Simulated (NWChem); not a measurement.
All runs are NWChem calculations. System: O$_{3}$S, charge -1, spin multiplicity 2, at the geometry of a parent with another charge or spin, in a state set for the comparison that need not be this species' ground state. Its SCF solution wasn't tested for a lower state. Level: UMP2/def2-SVPD, 8 core orbitals frozen.

NWChem printed:

```
             Northwest Computational Chemistry Package (NWChem) 7.3.0
             --------------------------------------------------------

                                NWChem Input Module
                                -------------------

 Scaling coordinates for geometry "geometry" by  1.889725989
 (inverse scale =  0.529177249)

 Turning off AUTOSYM since
 SYMMETRY directive was detected!

                             Geometry "geometry" -> ""
                             -------------------------

 Output coordinates in angstroms (scale by  1.889725989 to convert to a.u.)

  No.       Tag          Charge          X              Y              Z
 ---- ---------------- ---------- -------------- -------------- --------------
    1 O                    8.0000     0.00000000     0.00000000     1.46931000
    2 S                   16.0000     0.00000000     0.00000000     0.00000600
    3 O                    8.0000    -1.27245700     0.00000000    -0.73466100
    4 O                    8.0000     1.27245700     0.00000000    -0.73466100

 Effective nuclear repulsion energy (a.u.)     178.2223998048

            Nuclear Dipole moment (a.u.)
            ----------------------------
        X                 Y               Z
 ---------------- ---------------- ----------------
     0.0000000000     0.0000000000     0.0000000000

      Symmetry information
      --------------------

 Group name             C2v
 Group number             16
 Group order               4
 No. of unique centers     3

      Symmetry unique atoms

     1    2    3


 Summary of "ao basis" -> "" (spherical)
 ------------------------------------------------------------------------------
       Tag                 Description            Shells   Functions and Types
 ---------------- ------------------------------  ------  ---------------------
 *                         def2-svpd                  on all atoms

 Summary of "ao basis" -> "ao basis" (spherical)
 ------------------------------------------------------------------------------
       Tag                 Description            Shells   Functions and Types
 ---------------- ------------------------------  ------  ---------------------
 O                         def2-svpd                 9       23   4s3p2d
 S                         def2-svpd                11       27   5s4p2d

                                 NWChem SCF Module
                                 -----------------
[...]
     2   0 2 0    -25.570506    -15.867699     -9.702807      0.000000
     2   0 1 1     -0.000000      0.000000     -0.000000      0.000000
     2   0 0 2    -30.576119    -63.270316    -59.819950     92.514147

                   NWChem MP2 Semi-direct Energy/Gradient Module
                   ---------------------------------------------

  Basis functions       =     96
  Molecular orbitals    =     96
  Frozen core           =      8
  Frozen virtuals       =      0
  Active alpha occupied =     13
  Active beta occupied  =     12
  Active alpha virtual  =     75
  Active beta virtual   =     76
  Use MO symmetry       = T
  Use skeleton AO sym   = T

  AO/Fock/Back tols     =   1.0D-09  1.0D-09  1.0D-09

 GA uses MA = F    GA memory limited = T

 Available:
  local mem=  1.26D+08
 global mem=  1.44D+08
 local disk=  0.00D+00
  mp2_memr nvloc                    75
  nvloc new                    75
   1 passes of  13:        3145728                      43663                  15430587.
   1 passes of  13: M    126153317           G      144160768           F     123007589.

 Semi-direct pass number   1 of   1  for UHF alpha       at        1.1s
  vrange nnbf                  4650
  mp2_eaftype                    58  avail_ma_in_mb                  1099
 EAF : mp2_eaftype filesize          58    7715294.
  mp2_eaf for mointskh                     58
Node 0 wrote     36.3 Mb in      0.0 s     Agg I/O rate:  5965.6 Mb/s
 Done moints_semi at        2.1s
  mp2_eaftype                    58  avail_ma_in_mb                  1041
 EAF : mp2_eaftype filesize          58    7715294.
  mp2_eaf for kh                    58
 Done maket at        2.2s
 Done multipass loop at        2.2s

 GA uses MA = F    GA memory limited = T

 Available:
  local mem=  1.26D+08
 global mem=  1.44D+08
 local disk=  0.00D+00
  mp2_memr nvloc                    76
  nvloc new                    76
   1 passes of  12:        3145728                      42056                  14434557.
   1 passes of  12: M    126153317           G      144160768           F     123007589.

 Semi-direct pass number   1 of   1  for UHF beta        at        2.2s
  vrange nnbf                  4650
  mp2_eaftype                    55  avail_ma_in_mb                  1099
 EAF : mp2_eaftype filesize          55    7217279.
  mp2_eaf for mointskh                     55
Node 0 wrote     33.9 Mb in      0.0 s     Agg I/O rate:  5696.2 Mb/s
 Done moints_semi at        3.2s
  mp2_eaftype                    55  avail_ma_in_mb                  1044
 EAF : mp2_eaftype filesize          55    7217279.
  mp2_eaf for kh                    55
 Done maket at        3.3s
 Done multipass loop at        3.3s

          -------------------------------------------
          SCF energy                -621.692190347539
          Correlation energy          -0.775661420979
          Singlet pairs                0.000000000000
          Triplet pairs                0.000000000000
          Total MP2 energy          -622.467851768518
          -------------------------------------------

          ---------------------------------------------------
                    Spin Component Scaled (SCS) MP2
          Same spin pairs                     -0.226307277758
          Same spin scaling factor             0.333333333333
          Opposite spin pairs                 -0.549354143222
          Opposite spin scaling fact.          1.200000000000
          SCS-MP2 correlation energy          -0.734660731119
          Total SCS-MP2 energy              -622.426851078657
          ---------------------------------------------------

 -----------------------
 Performance information
 -----------------------

 Timer overhead =  1.41D-07 seconds/call

               Nr. of calls         CPU time (s)                 Wall time (s)                GFlops
             ---------------    -------------------     ------------------------------   -------------------
Name         Min   Avg   Max    Min     Avg     Max     Min     Avg     Max   Mx/calls   Min     Max     Sum
mp2: moin     2     2     2    1.9     1.9     1.9      1.9     1.9     1.9    0.97      0.0     0.0     0.0
mp2: make     2     2     2   0.20    0.20    0.20     0.20    0.20    0.20    9.85E-2   0.0     0.0     0.0
mp2: tota     1     1     1    2.2     2.2     2.2      2.2     2.2     2.2     2.2      0.0     0.0     0.0

 The average no. of pstat calls per process was 5.00D+00
 with a timing overhead of 7.07D-07s

 Task  times  cpu:        3.2s     wall:        3.2s

 Total times  cpu:        3.3s     wall:        3.3s
```

Problem. Write an NWChem input that would produce this output.

Solution. This is not unique; one that fits is 
```
start mol
memory heap 200 mb stack 900 mb global 1100 mb
charge -1
geometry units angstroms nocenter noautoz
  O      0.000000     0.000000     1.469310
  S      0.000000     0.000000     0.000006
  O     -1.272457     0.000000    -0.734661
  O      1.272457     0.000000    -0.734661
  symmetry group C2v
end
basis spherical
  * library def2-svpd
end
scf
  uhf
  nopen 1
  maxiter 100
  thresh 1e-7
  semidirect memsize 60000000 filesize 0
  # guess.movecs holds the orbitals of an unrestricted PBE0 run
  vectors input guess.movecs output mol.movecs
end
mp2
  freeze core 8
end
task mp2 energy
```
